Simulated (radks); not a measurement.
Results of a calculation; reference values are marked as such.
How relativity changes the ionisation of neutral lanthanum ([Xe] 5d1 6s2) to La+ ([Xe] 5d2). Spin-unpolarised spherical Kohn-Sham, PBEsol, point nucleus unless stated (finite: rms radius 4.855 fm), a radial shooting solver on a logarithmic mesh with Libxc functionals. A level marked "c x" has the speed of light scaled by that factor and shares open shells by 2j + 1; other Dirac levels either fill j = l - 1/2 first or share by 2j + 1.

level	E(La) (hartree)	E(La+) (hartree)	IE (eV)	HOMO	<r> HOMO (bohr)
non-rel.	-8220.3123	-8220.1325	4.892	6s	4.584
scalar-rel.	-8490.0045	-8489.7819	6.056	5d	3.000
scalar-rel., finite nucleus	-8489.6313	-8489.4088	6.055	5d	3.000
Dirac, 2j+1 shares	-8494.2226	-8493.9999	6.059	5d5/2	3.029
Dirac, low j first	-8494.2267	-8494.0085	5.939	5d3/2	2.968
Dirac, 2j+1 shares, finite nucleus	-8493.8478	-8493.6252	6.058	5d5/2	3.029
Dirac, c x 3	-8248.4696	-8248.2853	5.013	6s1/2	4.565
Dirac, c x 5	-8230.3902	-8230.2088	4.935	6s1/2	4.577
Dirac, c x 100	-8220.3374	-8220.1576	4.892	6s1/2	4.584

NIST Atomic Spectra Database: 5.577 eV (measured). The relativistic part of the total energy of La is -273.5 hartree (Dirac, 2j+1 shares, finite nucleus), 3.3 % of the non-relativistic value. Spin polarisation and multiplet splitting of open shells are left out at every level.

Beside tabulated values, note that relativity, absent from the non-relativistic runs, is large for the heavy elements, and spin-unpolarised runs miss the spin-polarisation part of the exchange energy of open shells.
